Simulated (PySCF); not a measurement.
# Fe: ionisation energy

Fe [Ar] 3d6 4s2 (5D) → Fe⁺ [Ar] 3d6 4s1 (6D), as a difference of total energies. All numbers are calculated (PySCF 2.14, the non-relativistic Hamiltonian (point nucleus), in def2-SVP (5s3p2d1f, 31 functions)). Correlated levels: valence: [Ar] frozen. The calculations carry no spin-orbit coupling.

```
           method  ionisation energy (eV)
              UHF                   6.311
             PBE0                   7.455
           r2SCAN                   7.431
    MP2 (valence)                   6.993
SCS-MP2 (valence)                   7.104
```

Task: How much does correlation contribute at MP2 (valence)?

Result: 6.993 − (6.311) = 0.682 eV, measured against UHF.

These non-relativistic numbers lack the scalar-relativistic shift.

Errors of the correlated levels include the incompleteness of this basis and the frozen core.

MP2 underrates the near-degeneracy of ns² with np² in the lower species.

For comparison: 7.904 eV (measured; NIST levels, between the centres of gravity of the two terms).
